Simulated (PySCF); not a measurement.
CaCl₂, SMILES [Cl][Ca][Cl]. Heavy atoms are numbered as in [Ca:1]([Cl:2])[Cl:3].

Geometry optimised at r2SCAN-D4/def2-TZVP. The isomer is the one that the SMILES or the coordinates give; other isomers of the formula were not compared.

The numbers are results of HF/pcSseg-2 in PySCF, not measurements.

GIAO shieldings, no solvent; atoms alike by connectivity are averaged. δ = σ(ref) − σ: ³⁵Cl against HCl (σ = 947.2 ppm), references at their B3LYP-D3(BJ)/def2-TZVP geometries, non-relativistic (without spin–orbit terms, shifts of atoms bonded to Cl or Br come out too high).

```csv
nucleus,atoms,count,δ (ppm)
³⁵Cl,Cl2,2,9.1
```
